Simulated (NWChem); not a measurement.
System: SiH₄TeO; SMILES O[Te][SiH3]

Here is an NWChem input.

```
start job
memory heap 200 mb stack 900 mb global 1100 mb
geometry units angstroms noautoz
  Te     0.343355     0.540943    -0.004985
  O     -1.618711     0.986633    -0.144924
  H     -1.930292     1.088432     0.763909
  Si    -0.091680    -1.926370     0.018391
  H      1.246746    -2.585578     0.112677
  H     -0.787320    -2.351570    -1.230052
  H     -0.924671    -2.302147     1.198920
end
basis spherical
  * library def2-svp
end
ecp
  Te library def2-ecp
end
dft
  xc m06-l
  grid xcoarse
  iterations 150
  mulliken
end
task dft gradient
```

NWChem printed, in part:

```
             Northwest Computational Chemistry Package (NWChem) 7.3.0
             --------------------------------------------------------

 C1  symmetry detected

                             Geometry "geometry" -> ""
                             -------------------------

 Output coordinates in angstroms (scale by  1.889725989 to convert to a.u.)

  No.       Tag          Charge          X              Y              Z
 ---- ---------------- ---------- -------------- -------------- --------------
    1 Te                  52.0000     0.32708363     0.50407975    -0.00450788
    2 O                    8.0000    -1.63900651     0.94961026    -0.06709867
    3 H                    1.0000    -1.91799129     1.03638961     0.85380307
    4 Si                  14.0000    -0.10529856    -1.96381006    -0.00542291
    5 H                    1.0000     1.23605232    -2.62284408     0.03037073
    6 H                    1.0000    -0.84481992    -2.36968910    -1.23493107
    7 H                    1.0000    -0.89535822    -2.35954454     1.19787716

 Effective nuclear repulsion energy (a.u.)     342.6392291064

                                 NWChem DFT Module
                                 -----------------

 Summary of "ao basis" -> "ao basis" (spherical)
 ------------------------------------------------------------------------------
       Tag                 Description            Shells   Functions and Types
 ---------------- ------------------------------  ------  ---------------------
 Te                         def2-svp                10       26   4s4p2d
 O                          def2-svp                 6       14   3s2p1d
 H                          def2-svp                 3        5   2s1p
 Si                         def2-svp                 8       18   4s3p1d

            General Information
            -------------------
          SCF calculation type: DFT
          Wavefunction type:  closed shell.
          No. of atoms     :     7
          No. of electrons :    50
           Alpha electrons :    25
            Beta electrons :    25
          Charge           :     0
          Spin multiplicity:     1
          Use of symmetry is: off; symmetry adaption is: off
          Maximum number of iterations: 150
          AO basis - number of functions:    78
                     number of shells:    36
          Convergence on energy requested:  1.00D-06
          Convergence on density requested:  1.00D-05
          Convergence on gradient requested:  5.00D-04

              XC Information
              --------------
                        M06-L Method XC Functional
                         M06-L Exchange Functional  1.000
                       M06-L Correlation Potential  1.000

             Grid Information
             ----------------
          Grid used for XC integration:  xcoarse
          Radial quadrature: Mura-Knowles
          Angular quadrature: Lebedev.
          Tag              B.-S. Rad. Rad. Pts. Rad. Cut. Ang. Pts.
          ---              ---------- --------- --------- ---------
          Te                  1.40       84           9.0       194
          O                   0.60       21          11.0       194
          H                   0.35       21          11.0       194
          Si                  1.10       42           9.0       194
          Grid pruning is: on
          Number of quadrature shells:   231
          Spatial weights used:  Erf1

      Superposition of Atomic Density Guess
      -------------------------------------

 Sum of atomic energies:        -676.65053264

      Non-variational initial energy
      ------------------------------

 Total energy =    -632.912285
 1-e energy   =   -1334.316436
 2-e energy   =     519.775411
 HOMO         =      -0.233959
 LUMO         =      -0.076778

     ---------------------------------------------
      Total Density - Mulliken Population Analysis
     ---------------------------------------------

    Atom       Charge   Shell Charges
 -----------   ------   -------------------------------------------------------
    1 Te  24    23.72   1.77  0.27  1.20  0.65  2.89  3.14  1.89  1.83  9.85  0.24
    2 O    8     8.81   1.99  1.10  0.70  2.99  2.01  0.00
    3 H    1     0.66   0.53  0.07  0.06
    4 Si  14    13.63   2.00  1.99  1.01  0.29  5.94  1.09  1.21  0.11
    5 H    1     1.05   0.68  0.36  0.01
    6 H    1     1.06   0.69  0.36  0.01
    7 H    1     1.06   0.69  0.36  0.01

   convergence    iter        energy       DeltaE   RMS-Dens  Diis-err
 ---------------- ----- ----------------- --------- --------- ---------
 d= 0,ls=0.0,diis     1   -635.0901193096 -8.17D+02  2.09D-02  4.36D-01
 d= 0,ls=0.0,diis     2   -634.8654357358  2.25D-01  1.57D-02  2.27D+00
 d= 0,ls=0.0,diis     3   -635.1415812670 -2.76D-01  3.37D-03  6.55D-02
 d= 0,ls=0.0,diis     4   -635.1475055154 -5.92D-03  1.73D-03  8.61D-03
 d= 0,ls=0.0,diis     5   -635.1419127354  5.59D-03  8.88D-04  1.78D-03
  Resetting Diis
 d= 0,ls=0.0,diis     6   -635.1422972347 -3.84D-04  6.48D-04  2.78D-04
 d= 0,ls=0.0,diis     7   -635.1423551239 -5.79D-05  4.25D-04  8.03D-05
 d= 0,ls=0.0,diis     8   -635.1423519532  3.17D-06  1.89D-04  1.32D-04
 d= 0,ls=0.0,diis     9   -635.1423729672 -2.10D-05  5.10D-05  1.44D-05
 d= 0,ls=0.0,diis    10   -635.1423737770 -8.10D-07  3.00D-05  6.33D-06
 d= 0,ls=0.0,diis    11   -635.1423746399 -8.63D-07  5.13D-06  9.13D-08

         Total DFT energy =     -635.142374639874
      One electron energy =    -1336.145158780403
           Coulomb energy =      571.330019113831
    Exchange-Corr. energy =      -51.955975781564
 Nuclear repulsion energy =      181.628740808262

 Numeric. integr. density =       49.998009893136

                       DFT Final Molecular Orbital Analysis
                       ------------------------------------

 Vector   23  Occ=2.000000D+00  E=-3.071518D-01
              MO Center= -6.8D-01,  3.7D-01, -5.2D-03, r^2= 3.6D+00
   Bfn.  Coefficient  Atom+Function         Bfn.  Coefficient  Atom+Function
  ----- ------------  ---------------      ----- ------------  ---------------
    31      0.367065  2 O  py                34      0.274878  2 O  py
    12      0.249023  1 Te py                11      0.232606  1 Te px
    15      0.191685  1 Te py                 3      0.165172  1 Te s
     4      0.149183  1 Te s                 30     -0.148431  2 O  px
    74      0.144011  7 H  s                 14      0.142037  1 Te px

 Vector   24  Occ=2.000000D+00  E=-2.407969D-01
              MO Center= -7.5D-01,  3.2D-01, -2.6D-02, r^2= 3.4D+00
   Bfn.  Coefficient  Atom+Function         Bfn.  Coefficient  Atom+Function
  ----- ------------  ---------------      ----- ------------  ---------------
    31      0.467188  2 O  py                34      0.380778  2 O  py
    12     -0.277079  1 Te py                54      0.213052  4 Si py
    57      0.161226  4 Si py                15     -0.159833  1 Te py
    48      0.148410  4 Si s                 30      0.144601  2 O  px
     3     -0.143801  1 Te s                 11     -0.122816  1 Te px

 Vector   25  Occ=2.000000D+00  E=-1.975855D-01
              MO Center=  2.1D-01,  3.4D-01,  6.1D-03, r^2= 2.9D+00
   Bfn.  Coefficient  Atom+Function         Bfn.  Coefficient  Atom+Function
  ----- ------------  ---------------      ----- ------------  ---------------
    13      0.561901  1 Te pz                16      0.547100  1 Te pz
    10     -0.222562  1 Te pz                 7     -0.172831  1 Te pz
    32     -0.143222  2 O  pz                75     -0.113237  7 H  s
    70      0.112657  6 H  s                 35     -0.105345  2 O  pz
    41     -0.094488  3 H  s                 29      0.089787  2 O  s

 Vector   26  Occ=0.000000D+00  E=-9.107653D-02
              MO Center= -1.4D-03,  3.8D-01,  1.4D-02, r^2= 3.5D+00
   Bfn.  Coefficient  Atom+Function         Bfn.  Coefficient  Atom+Function
  ----- ------------  ---------------      ----- ------------  ---------------
    14      0.562459  1 Te px                11      0.410299  1 Te px
    29      0.353845  2 O  s                 15     -0.323736  1 Te py
    30      0.314699  2 O  px                33      0.299872  2 O  px
    12     -0.195941  1 Te py                 3     -0.182488  1 Te s
     8     -0.158936  1 Te px                65     -0.145574  5 H  s

 Vector   27  Occ=0.000000D+00  E=-2.244105D-02
              MO Center=  7.9D-02, -7.4D-01, -1.7D-03, r^2= 5.2D+00
   Bfn.  Coefficient  Atom+Function         Bfn.  Coefficient  Atom+Function
  ----- ------------  ---------------      ----- ------------  ---------------
    57      0.938483  4 Si py                15      0.819265  1 Te py
    49      0.686066  4 Si s                  4     -0.563184  1 Te s
    14      0.379990  1 Te px                 3     -0.352471  1 Te s
    12      0.320808  1 Te py                48      0.316961  4 Si s
    54      0.256988  4 Si py                47      0.174730  4 Si s

[...]

                         DFT ENERGY GRADIENTS

    atom               coordinates                        gradient
                 x          y          z           x          y          z
   1 Te      0.618098   0.952573  -0.008519   -0.004886  -0.001013   0.000176
   2 O      -3.097273   1.794503  -0.126798    0.005429  -0.001637  -0.004805
   3 H      -3.624478   1.958492   1.613454   -0.000802   0.000657   0.004664
   4 Si     -0.198985  -3.711063  -0.010248    0.001344   0.006051   0.000142
   5 H       2.335800  -4.956457   0.057392    0.005346  -0.002097   0.000228
   6 H      -1.596478  -4.478063  -2.333681   -0.003189  -0.000975  -0.005691
   7 H      -1.691982  -4.458893   2.263660   -0.003241  -0.000986   0.005286
```

Level: M06-L/def2-SVP with def2 effective core potentials on Te. Coordinates come from a PBE0/def2-SVP optimisation. def2 effective core potentials on Te; no spin-orbit coupling.
